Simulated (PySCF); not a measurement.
Species: C₂H₆OSSi.
Z-matrix (Å and degrees, GFN2-xTB geometry), rows numbered from 1:
```
Si
O   1  1.6375
C   2  1.3473  1  130.49
C   3  1.4801  2  119.16  1  -140.68
S   4  1.8031  3   66.29  2   111.07
H   1  1.4606  2  110.21  3    60.73
H   1  1.4521  2   97.27  3  -179.15
H   1  1.4645  2  109.74  3   -59.86
H   3  1.0892  2  114.04  1    71.90
H   4  1.0816  3  119.17  5   106.86
H   4  1.0817  3  117.12  5  -106.50
```

The closed-shell SCF was solved with PySCF and density fitting under several settings on one GFN2-xTB geometry (grid level 2 and gas phase unless stated).

| settings | basis functions | SCF cycles | E (Eh) | HOMO (eV) | LUMO (eV) | dipole (D) |
| --- | --- | --- | --- | --- | --- | --- |
| PBE0/pcSseg-1 | 129 | 13 | -842.2368 | -6.69 | 0.11 | 1.34 |
| PBE0/def2-SVPD | 162 | 13 | -841.9692 | -6.74 | -0.10 | 1.30 |
| wB97X/MINI, IEF-PCM water, energy threshold 1e-08 Eh | 39 | 9 | -837.8038 | -10.23 | 1.83 | 1.34 |
| LC-wPBE/pcSseg-1 | 129 | 14 | -842.3782 | -9.49 | 2.36 | 1.33 |
| BLYP/pcSseg-1, IEF-PCM chloroform, level shift 0.2 Eh | 129 | 11 | -842.6235 | -5.32 | -0.58 | 1.61 |
| KT3/aug-cc-pVDZ, IEF-PCM acetonitrile | 177 | 15 | -850.1548 | -5.67 | -0.92 | 1.95 |
| HCTH407/pcSseg-1, IEF-PCM chloroform, fitting basis def2-qzvpp-jkfit | 129 | 11 | -842.7464 | -5.64 | -0.82 | 1.65 |

Estimate the rows for these settings: (1) PBE0/aug-cc-pVDZ; (2) PBE0/6-311+G(2d,p), energy threshold 1e-07 Eh.

| settings | basis functions | SCF cycles | E (Eh) | HOMO (eV) | LUMO (eV) | dipole (D) |
| --- | --- | --- | --- | --- | --- | --- |
| PBE0/aug-cc-pVDZ | 177 | 13 | -842.3009 | -6.70 | -0.21 | 1.33 |
| PBE0/6-311+G(2d,p), energy threshold 1e-07 Eh | 187 | 9 | -842.3522 | -6.71 | -0.22 | 1.26 |

Over all rows, what range does the HOMO–LUMO gap span?

From 4.74 eV (BLYP/pcSseg-1, IEF-PCM chloroform, level shift 0.2 Eh) to 12.06 eV (wB97X/MINI, IEF-PCM water, energy threshold 1e-08 Eh). The functional of the narrowest has no exact exchange, that of the widest range-separated exact exchange.

And the dipole moment?

From 1.26 D (PBE0/6-311+G(2d,p), energy threshold 1e-07 Eh) to 1.95 D (KT3/aug-cc-pVDZ, IEF-PCM acetonitrile); the largest is 1.55 times the smallest, and the median is 1.34 D.

Compare two rows with the functional PBE0: PBE0/6-311+G(2d,p), energy threshold 1e-07 Eh and PBE0/def2-SVPD. Which energy is lower, and by how much?

PBE0/6-311+G(2d,p), energy threshold 1e-07 Eh (187 functions) lies 0.3830 Eh or 240 kcal/mol below PBE0/def2-SVPD (162 functions).

Cycle counts include a coarse-grid stage where the run had one. All basis functions are spherical, in the Pople sets too. KT3 was designed for NMR shieldings or shifts; total energies of different functionals aren't comparable. The structure is a single GFN2-xTB conformer; no vibrational corrections.
